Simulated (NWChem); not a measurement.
Species: CdHSI; SMILES [SH][Cd][I]

```xyz
4

Cd     0.3292     0.8160     0.0003
I     -0.3336    -1.6932    -0.0008
S      0.9458     3.0817    -0.0008
H     -0.3372     3.5103    -0.0148
```
Atoms are numbered in this order, from 1.

Level: PBE0/def2-SVP with def2 effective core potentials on Cd, I (NWChem), optimised geometry, unscaled harmonic frequencies. def2 effective core potentials on Cd, I; no spin-orbit coupling.

List the harmonic frequencies with IR intensities, and the thermochemistry.


| frequency (cm⁻¹) | IR intensity (km/mol) |
|---|---|
| 69 | 5.3 |
| 70 | 5.7 |
| 197 | 5.5 |
| 368 | 31.9 |
| 642 | 4.5 |
| 2704 | 1.5 |

The zero-point energy is 5.8 kcal/mol. The thermal correction to the enthalpy at 298.15 K (with zero-point energy) comes out as 9.8 kcal/mol, the heat capacity Cv comes out as 14.2 cal/(mol K) and the entropy at 298.15 K and 1 atm (symmetry number 1) is 80.1 cal/(mol K).

Rigid rotor and harmonic oscillator; modes under 100 cm⁻¹ make the entropy uncertain.
